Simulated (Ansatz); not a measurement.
C2H7F2NOSi (`CN[Si](F)(F)OC`). Charge 0, multiplicity 1. Geometry: relaxed with PBE0-D4/def2-TZVP. It is one conformer, not always the lowest.

```xyz
14

C     0.075   -2.216   -1.393
N    -0.040   -0.803   -1.096
Si   -0.036   -0.103    0.424
F    -1.401   -0.218    1.236
F     0.992   -0.884    1.347
O     0.317    1.461    0.258
C     0.052    2.486    1.195
H     0.437   -2.748   -0.511
H     0.797   -2.392   -2.195
H    -0.881   -2.663   -1.683
H    -0.275   -0.222   -1.884
H     0.078    3.441    0.667
H    -0.931    2.363    1.657
H     0.815    2.497    1.978
```

Task: What is the dipole moment at r2SCAN/def2-TZVPP? (Best estimate.)

Result: The calculation gave: 1.73 D, with components (-0.26, 0.73, -1.54) D in this frame, pointing from negative to positive charge.

Task: And with PBE, B3LYP, ωB97M-V? (Estimate.)

Result: Ansatz gave: PBE 1.71 D, B3LYP 1.74 D, ωB97M-V 1.72 D.

Task: Give the Mulliken charges with r2SCAN, B3LYP, PBE in def2-TZVPP. (An estimate is asked.)

Result: Computed: 
```tsv
atom	r2SCAN	B3LYP	PBE
C1	-0.04	-0.18	-0.19
N2	-0.32	-0.29	-0.25
Si3	0.86	0.86	0.69
F4	-0.32	-0.32	-0.28
F5	-0.32	-0.32	-0.28
O6	-0.37	-0.37	-0.30
C7	0.00	-0.13	-0.14
H8	0.05	0.10	0.09
H9	0.05	0.10	0.09
H10	0.06	0.10	0.10
H11	0.14	0.13	0.14
H12	0.06	0.11	0.10
H13	0.07	0.11	0.10
H14	0.07	0.11	0.11
```

B3LYP here is the variant with VWN-RPA as its local correlation; programs differ in this.
